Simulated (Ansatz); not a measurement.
Reaction (formal exchange of groups at a P–In bond): `O[PH][InH2]` + `CC[SiH3]` → `CC[SiH2]PO` + `[InH3]`

Computed with Ansatz on PBE0-D4/def2-TZVP structures; ΔE is electronic, products minus reactants. CBS: MP2 limit from def2 TZ/QZ plus the TZ coupled-cluster correction, frozen cores. DFT in def2-TZVPP. Elements past krypton have def2 core potentials. For In outer-core shells are correlated without core-valence functions, which leaves a few kJ/mol of doubt a bond. One conformer a species, not always the lowest.

```
             level  ΔE (kcal/mol)  difference from CCSD(T)/CBS
         r2SCAN-D4            5.8                         -0.7
           ωB97X-V            4.9                         -1.6
           ωB97M-V            5.3                         -1.2
               PBE            6.9                          0.4
              PBE0            6.4                         -0.1
    MP2/def2-TZVPP            6.6                          0.1
SCS-MP2/def2-TZVPP            6.7                          0.2
     HF/def2-QZVPP            7.2                          0.7
SCS-MP2/def2-QZVPP            7.0                          0.5
      HF/CBS(def2)            7.2                          0.7
       CCSD(T)/CBS            6.5                            0
```

Largest T1 diagnostic among the species: 0.015.

The D4 term adds −1.9 kcal/mol with B3LYP and −1.2 kcal/mol with PBE0; it sums over pairs of atoms, weighted by their polarisabilities, and B3LYP, whose exchange is more repulsive, gets the larger term.

B3LYP here is the variant with VWN-RPA as its local correlation; programs differ in this.
